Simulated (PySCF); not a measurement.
UHF on Tc+ (technetium, charge +1)

Configuration: [Kr] 4d5 5s1, high-spin 7S determinant. Calculation: PySCF 2.14, in aug-cc-pVTZ-PP with ECP28MDF (6s6p5d3f2g, 88 functions); scalar relativity through the core potential.

| Item | Value |
| --- | --- |
| Total energy | -79.645797 hartree |
| One-electron energy | -133.6756 hartree |
| Hartree (Coulomb) energy | 62.2266 hartree |
| Exchange energy | -8.1968 hartree |
| ⟨S²⟩ | 12.0013 |
| ⟨L²⟩ | 0.000 |
| Sum of ⟨r⟩ | 20.66 bohr |
| Sum of ⟨r²⟩ | 38.90 bohr² |

| shell | electrons | mean orbital energy (eV) | rms radius, mean of both spins (bohr) |
| --- | --- | --- | --- |
| 4s α | 1 | -101.11 | 1.14 |
| 4s β | 1 | -92.954 | 1.14 |
| 4p α | 3 | -68.688 | 1.27 |
| 4p β | 3 | -58.390 | 1.27 |
| 4d α | 5 | -21.462 | 1.78 |
| 5s α | 1 | -14.439 | 3.28 |

Energies and moments cover only the electrons outside the core potential.
